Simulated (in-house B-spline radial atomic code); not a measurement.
Whole-atom quantities along the 46-electron series, configuration [Kr] 4d10. Computed with a radial B-spline atomic code at the basis-set limit: non-relativistic Hartree-Fock, average of the configuration, point nuclei.

This level leaves out relativity, spin-orbit splitting included, which matters for heavy ions.

| ion | Z | E/Z² (Eh) | Σ<r²> (bohr²) | n(0)/Z³ (bohr⁻³) | Lamb diamagnetic shielding (ppm) | repulsion over attraction |
| --- | --- | --- | --- | --- | --- | --- |
| Pd | 46 | -2.3336 | 42.62 | 0.70041 | 4542.26 | 0.16102 |
| Ag+ | 47 | ? | ? | ? | ? | ? |
| Cd2+ | 48 | -2.3717 | 29.177 | 0.70192 | 4801.22 | 0.15825 |
| In3+ | 49 | ? | ? | ? | ? | ? |
| Sn4+ | 50 | -2.4079 | 22.658 | 0.70335 | 5057.93 | 0.15496 |
| Sb5+ | 51 | -2.4253 | 20.376 | 0.70404 | 5185.85 | 0.15323 |
| Te6+ | 52 | ? | ? | ? | ? | ? |
| I7+ | 53 | -2.4589 | 16.892 | 0.70536 | 5441.14 | 0.14972 |
| Xe8+ | 54 | -2.475 | 15.523 | 0.706 | 5568.58 | 0.14795 |
| Cs9+ | 55 | -2.4907 | 14.336 | 0.70662 | 5695.92 | 0.14618 |
| Ba10+ | 56 | -2.506 | 13.295 | 0.70723 | 5823.16 | 0.14443 |
| La11+ | 57 | -2.5209 | 12.374 | 0.70782 | 5950.33 | 0.14269 |
| Ce12+ | 58 | -2.5355 | 11.555 | 0.70839 | 6077.44 | 0.14097 |
| Pr13+ | 59 | -2.5496 | 10.821 | 0.70895 | 6204.49 | 0.13927 |
| Nd14+ | 60 | -2.5635 | 10.16 | 0.7095 | 6331.49 | 0.1376 |
| Pm15+ | 61 | -2.5769 | 9.5625 | 0.71003 | 6458.45 | 0.13594 |

Task: Fill in the row of Ag+.

Result: E/Z² (Eh): -2.3529; Σ<r²> (bohr²): 34.311; n(0)/Z³ (bohr⁻³): 0.70117; Lamb diamagnetic shielding (ppm): 4672.17; repulsion over attraction: 0.15974.

Task: Fill in the row of In3+.

Result: E/Z² (Eh): -2.39; Σ<r²> (bohr²): 25.495; n(0)/Z³ (bohr⁻³): 0.70264; Lamb diamagnetic shielding (ppm): 4929.76; repulsion over attraction: 0.15664.

Task: Fill in the row of Te6+.

Result: E/Z² (Eh): -2.4423; Σ<r²> (bohr²): 18.487; n(0)/Z³ (bohr⁻³): 0.70471; Lamb diamagnetic shielding (ppm): 5313.58; repulsion over attraction: 0.15148.

Task: With what power of Z does the column «Σ<r²> (bohr²)» change over this range?

Result: A fit of the logarithm of its size against log Z from Z = 46 to 61 has slope -5.00. Unscreened non-relativistic hydrogenic orbitals would give -2.
